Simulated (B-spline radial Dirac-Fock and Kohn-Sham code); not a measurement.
## Ionisation energies of barium ions, computed and tabulated

Method: multi-electron Dirac-Fock with separately optimised hole states, Breit and Lamb-shift corrections added in first order. Computed with an atomic code on a B-spline grid. Each value is the difference of the configuration-average energies of two neighbouring ions in their tabulated ground configurations. Electron correlation is not included. NIST's values refer to the lowest levels; many for high charge states are themselves semi-empirical or theoretical. Where a p, d or f shell is open in either ion the computed value averages over both j values and all terms, while the table refers to the lowest levels; that difference holds spin-orbit splitting (largest in heavy or highly charged ions), term energies where several electrons share open shells, and correlation, and it can reach 10 % or more.

| ion | configuration | computed (eV) | NIST (eV) | kind | NIST − computed (eV) |
| --- | --- | --- | --- | --- | --- |
| Ba | [Xe] 6s2 | 4.28 | 5.211665 | measured | +0.93 |
| Ba⁺ | [Xe] 6s1 | 9.36 | 10.00383 | measured | +0.64 |
| Ba²⁺ | [Kr] 4d10 5s2 5p6 | 35.58 | 35.8438 | measured | +0.26 |
| Ba³⁺ | [Kr] 4d10 5s2 5p5 | 47.04 | 47 ± 0.3 | semi-empirical | -0.04 |
| Ba⁴⁺ | [Kr] 4d10 5s2 5p4 | 59.08 | 58 ± 1.9 | theoretical | -1.08 |
| Ba⁵⁺ | [Kr] 4d10 5s2 5p3 | 71.65 | 71 ± 2 | theoretical | -0.65 |
| Ba⁶⁺ | [Kr] 4d10 5s2 5p2 | 84.71 | 86 ± 2 | theoretical | +1.29 |
| Ba⁷⁺ | [Kr] 4d10 5s2 5p1 | 98.23 | 101 ± 2.1 | theoretical | +2.77 |
| Ba⁸⁺ | [Kr] 4d10 5s2 | 128.4 | 130.5 ± 0.6 | semi-empirical | +2.12 |
| Ba⁹⁺ | [Kr] 4d10 5s1 | 144.7 | 146.52 ± 0.12 | semi-empirical | +1.87 |
| Ba¹⁰⁺ | [Kr] 4d10 | 242.2 | 241 ± 2.4 | theoretical | -1.22 |
| Ba¹¹⁺ | [Kr] 4d9 | 270.0 | 267.1 ± 2.5 | theoretical | -2.89 |
| Ba¹²⁺ | [Kr] 4d8 | 298.5 | 296 ± 3 | theoretical | -2.51 |
| Ba¹³⁺ | [Kr] 4d7 | 327.8 | 325 ± 3 | theoretical | -2.75 |
| Ba¹⁴⁺ | [Kr] 4d6 | 357.7 | 354 ± 3 | theoretical | -3.72 |
| Ba¹⁵⁺ | [Kr] 4d5 | 388.4 | 390 ± 3 | theoretical | +1.61 |
| Ba¹⁶⁺ | [Kr] 4d4 | 419.7 | 422 ± 3 | theoretical | +2.25 |

Problem. Where in this range is the largest relative jump, and why?

Solution. From Ba⁺ (9.36 eV) to Ba²⁺ (35.58 eV), a factor of 3.80. The configuration goes from [Xe] 6s1 to [Kr] 4d10 5s2 5p6, so the next electron comes out of a deeper subshell.
